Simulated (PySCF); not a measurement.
H$_{3}$O, charge +1, singlet, geometry from GFN2-xTB; PBE-D3BJ/def2-SVP (PySCF).

Input for PySCF:
```python
from pyscf import gto, scf, dft

mol = gto.Mole()
mol.atom = '''
    O     0.070940    0.002888    0.031336
    H    -0.025127    0.805022   -0.529842
    H     0.027376   -0.824717   -0.498515
    H    -0.569771   -0.003407    0.777672
'''
mol.basis = 'def2-svp'
mol.charge = 1
mol.spin = 0
mol.verbose = 4
mol.build()

mf = dft.RKS(mol)
mf.xc = 'pbe'
mf.disp = 'd3bj'
mf.kernel()
```

Problem. Write the output that PySCF gives for this input, abridged.

Solution. 
```
PySCF version 2.14.0

[INPUT] verbose = 4
[INPUT] num. atoms = 4
[INPUT] num. electrons = 10
[INPUT] charge = 1
[INPUT] spin (= nelec alpha-beta = 2S) = 0
[INPUT] symmetry False subgroup None
[INPUT] Mole.unit = angstrom
[INPUT] Symbol           X                Y                Z      unit          X                Y                Z       unit  Magmom
[INPUT]  1 O      0.070940000000   0.002888000000   0.031336000000 AA    0.134057171277   0.005457529048   0.059216457839 Bohr   0.0
[INPUT]  2 H     -0.025127000000   0.805022000000  -0.529842000000 AA   -0.047483148332   1.521271104250  -1.001256269292 Bohr   0.0
[INPUT]  3 H      0.027376000000  -0.824717000000  -0.498515000000 AA    0.051733142386  -1.558489260273  -0.942056818988 Bohr   0.0
[INPUT]  4 H     -0.569771000000  -0.003407000000   0.777672000000 AA   -1.076711143720  -0.006438296906   1.469587094743 Bohr   0.0

nuclear repulsion = 13.8847613792156
number of shells = 15
number of NR pGTOs = 45
number of NR cGTOs = 29
basis = def2-svp
ecp = {}

******** <class 'pyscf.dft.rks.RKS'> ********
method = RKS
initial guess = minao
damping factor = 0
level_shift factor = 0
DIIS = <class 'pyscf.scf.diis.CDIIS'>
diis_start_cycle = 1
diis_space = 8
diis_damp = 0
SCF conv_tol = 1e-09
SCF conv_tol_grad = None
SCF max_cycles = 50
direct_scf = True
direct_scf_tol = 1e-13
XC library pyscf.dft.libxc version 7.1.2
    S. Lehtola, C. Steigemann, M. J. T. Oliveira, and M. A. L. Marques,  SoftwareX 7, 1–5 (2018)
XC functionals = pbe
    J. P. Perdew, K. Burke, and M. Ernzerhof,  Phys. Rev. Lett. 77, 3865 (1996)
    J. P. Perdew, K. Burke, and M. Ernzerhof,  Phys. Rev. Lett. 78, 1396 (1997)
    J. P. Perdew, K. Burke, and M. Ernzerhof,  Phys. Rev. Lett. 77, 3865 (1996)
    J. P. Perdew, K. Burke, and M. Ernzerhof,  Phys. Rev. Lett. 78, 1396 (1997)
radial grids:
    Treutler-Ahlrichs [JCP 102, 346 (1995); DOI:10.1063/1.469408] (M4) radial grids

becke partition: Becke, JCP 88, 2547 (1988); DOI:10.1063/1.454033
pruning grids: <function nwchem_prune>
grids dens level: 3
symmetrized grids: False
atomic radii adjust function: <function treutler_atomic_radii_adjust>
small_rho_cutoff = 0
Set gradient conv threshold to 3.16228e-05
Initial guess from minao.
tot grids = 43512
Calc dispersion correction with DFTD3.
Parameters: xc=pbe, version=d3bj, atm=False
init E= -76.9008175270813
  HOMO = -0.449433654613539  LUMO = -0.0357870362708801  gap/eV = 11.25590
cycle= 1 E= -76.5290784784982  delta_E= 0.372  |g|= 0.418  |ddm|= 1.61
  HOMO = -0.582711601795758  LUMO = -0.270968141907367  gap/eV = 8.48297
cycle= 2 E= -76.4897901953915  delta_E= 0.0393  |g|= 0.626  |ddm|= 0.529
  HOMO = -0.686723706892012  LUMO = -0.294138809061318  gap/eV = 10.68278
cycle= 3 E= -76.5583452267213  delta_E= -0.0686  |g|= 0.0424  |ddm|= 0.339
  HOMO = -0.679975246669553  LUMO = -0.288674278862436  gap/eV = 10.64784
cycle= 4 E= -76.5586623911934  delta_E= -0.000317  |g|= 0.00457  |ddm|= 0.0255
  HOMO = -0.678929231427037  LUMO = -0.288431149455244  gap/eV = 10.62599
cycle= 5 E= -76.5586660599829  delta_E= -3.67e-06  |g|= 0.000111  |ddm|= 0.003
  HOMO = -0.678929074311655  LUMO = -0.288445594165935  gap/eV = 10.62560
cycle= 6 E= -76.5586660628326  delta_E= -2.85e-09  |g|= 2.69e-05  |ddm|= 0.000134
  HOMO = -0.678934597194602  LUMO = -0.288447223424142  gap/eV = 10.62570
cycle= 7 E= -76.5586660629668  delta_E= -1.34e-10  |g|= 9.36e-07  |ddm|= 1.62e-05
  HOMO = -0.678934181548009  LUMO = -0.288447039665857  gap/eV = 10.62570
Extra cycle  E= -76.5586660629669  delta_E= -1.14e-13  |g|= 1.49e-06  |ddm|= 1.25e-06
converged SCF energy = -76.5586660629669
```
